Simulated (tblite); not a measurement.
Species: C₆H₁₂FO (doublet state).
Atom-mapped SMILES: `[CH3:1][C:2]([CH3:3])([CH2:4][O:5])[CH2:6][CH2:7][F:8]` (hydrogens: H9, H10, H11 on C1; H12, H13, H14 on C3; H15, H16 on C4; H17, H18 on C6; H19, H20 on C7)

Structure used (GFN2-xTB), in Å, numbered top down from 1:
```
atom  x, y, z in Å
C1    -0.7347   -0.2492    1.4267
C2    -0.4539    0.1188   -0.0278
C3    -1.5273    1.0642   -0.5597
C4    -0.4297   -1.1890   -0.8967
O5     0.4820   -2.0762   -0.4952
C6     0.9319    0.7656   -0.1805
C7     2.0491   -0.1738    0.2202
F8     3.2132    0.1063   -0.4356
H9    -0.0959   -1.0721    1.7365
H10   -0.5605    0.6020    2.0810
H11   -1.7702   -0.5614    1.5408
H12   -1.5452    1.9791    0.0286
H13   -1.3363    1.3282   -1.5975
H14   -2.5106    0.6040   -0.4994
H15   -1.4309   -1.6396   -0.7654
H16   -0.3202   -0.9104   -1.9630
H17    1.0888    1.0490   -1.2243
H18    0.9657    1.6760    0.4245
H19    2.2712   -0.1942    1.2897
H20    1.7085   -1.2167   -0.1060
```

Calculated harmonic vibrations of the isolated species, GFN2-xTB (tblite), most abundant isotopes, no scaling. Errors from tens to a few hundred cm⁻¹ against measured bands are possible. One conformer, not necessarily the lowest. Open shells enter through the occupations alone, without spin polarisation, and single modes of such species can be off by tens of per cent.

Harmonic wavenumbers (cm⁻¹): 87.2, 157.6, 182.6, 196.4, 225.6, 274.1, 283.4, 326.1, 334.6, 401.9, 419.3, 478.5, 548.2, 769.1, 813.7, 892.7, 909.6, 968.0, 968.1, 1009.3, 1024.8, 1047.1, 1094.5, 1103.1, 1134.5, 1159.1, 1195.1, 1208.2, 1237.6, 1260.4, 1275.1, 1310.9, 1343.2, 1376.6, 1406.9, 1421.8, 1426.3, 1450.2, 1486.5, 1492.8, 1497.9, 1504.6, 2234.9, 2755.9, 2794.6, 2944.5, 2962.8, 2983.3, 3029.2, 3032.5, 3034.6, 3039.7, 3044.3, 3052.5.

A = 2758, B = 1419, C = 1219 MHz; mass 119.087 u (most abundant isotopes); point group C1, symmetry number 1; spin multiplicity 2.

Task: Zero-point energy?

Result: Half the sum of the wavenumbers: 36806 cm⁻¹ = 105.23 kcal/mol.

Task: Entropy at 298.15 K, 1 bar (ideal gas, RRHO, classical rotation)?

Result: Translation 40.26, rotation 28.60, vibration 23.16, spin (R ln 2) 1.38: S = 93.4 cal/(mol K).

Task: And Cp and H(298.15 K) − H(0)?

Result: Cp = 36.56 cal/(mol K), of which vibrations give 28.61 (their classical limit is 54 R = 107.3); H(298.15 K) − H(0) = 6.42 kcal/mol without the zero-point energy, 4.05 from vibrations.

Task: What must be added to the electronic energy to get the Gibbs energy at 298.15 K and 1 bar?

Result: ZPE + [H(298.15 K) − H(0)] − T·S = 105.23 + 6.42 − 27.85 = 83.80 kcal/mol.

Task: Blend soft modes into free rotors: weight 1/[1 + (100 cm⁻¹/ν̃)⁴] for the oscillator and the rest for a rotor with moment μB/(μ + B), μ = h/(8π²ν), B = 10⁻⁴⁴ kg m². What vibrational entropy results?

Result: 22.70 cal/(mol K) in place of 23.16, which changes −T·S at 298.15 K by +0.14 kcal/mol.

Hindered rotation and anharmonicity are outside this model. Other conformers, if any are populated, would add a mixing term that is left out. The structure is chiral; the term R ln 2 for an equal mix with its mirror image is left out.
